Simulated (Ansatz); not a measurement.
# Telling isomers of CH3AlI apart by their spectra

These gas-phase data were calculated for one isomer of CH3AlI at r2SCAN-D4/def2-SVP (harmonic, unscaled wavenumbers; equilibrium rotational constants with average atomic masses):

- rotational constants: 20.14, 1.748, 1.625 GHz
- all wavenumbers above 1500 cm⁻¹: 3149, 3122, 3019
- dipole moment: 2.03 D (PBE0/def2-TZVPD)

Candidates:

(1) `[CH2][AlH][I]`, a doublet
(2) `[CH3][Al][I]`, a doublet

Question: Which candidate do the data belong to?

Answer: Candidate (2). No mode falls between 1700 and 2050 cm⁻¹, where the Al–H stretch of (1) would stand.

The same quantities for all candidates:

|  | rotational constants (GHz) | wavenumbers above 1500 cm⁻¹ | dipole (D) | E above the lowest, r2SCAN-D4/def2-SVP (kcal/mol) |
| --- | --- | --- | --- | --- |
| (1) | 19.13, 1.822, 1.664 | 3208, 3109, 1965 | 1.77 | 19.0 |
| (2) | 20.14, 1.748, 1.625 | 3149, 3122, 3019 | 2.03 | 0.0 |

Harmonic stretches to hydrogen usually lie a few per cent above observed fundamentals. Each candidate is one conformer. Open shells are spin-unrestricted. Atoms past krypton carry core potentials. Programs: Ansatz 0.2.0.
